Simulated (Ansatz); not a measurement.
Molecule: sum formula HBO, charge 0, multiplicity 1. SMILES: B=O
Geometry from a B3LYP-D3(BJ)/def2-TZVP (Ansatz, a quantum-chemistry and plane-wave program) optimisation:
```xyz
3

H      0.0000     0.0000    -1.7698
B      0.0000     0.0000    -0.6017
O      0.0000     0.0000     0.5973
```
Charge 0, spin multiplicity 1.

Property: vertical ionisation energy (to the doublet state of charge +1; each state is the SCF solution reached for its spin), in eV. Cores are frozen in the correlated levels unless marked. Open shells are spin-unrestricted. No spin-orbit coupling. Non-relativistic. Basis-set limits of correlation are two-point, X^-3; Hartree-Fock from the larger set.

```csv
level,program,vertical ionisation energy (eV)
B3LYP/def2-TZVPD,Ansatz,13.64
BHLYP/def2-TZVPD,Ansatz,13.11
wB97M-V/def2-TZVPD,Ansatz,13.50
```

Q: Estimate the value at CCSD(T)/CBS(aug-cc-pVTZ,aug-cc-pVQZ) as computed with Ansatz.

A: 13.72 eV, so wB97M-V/def2-TZVPD differs from it by -0.22 eV.
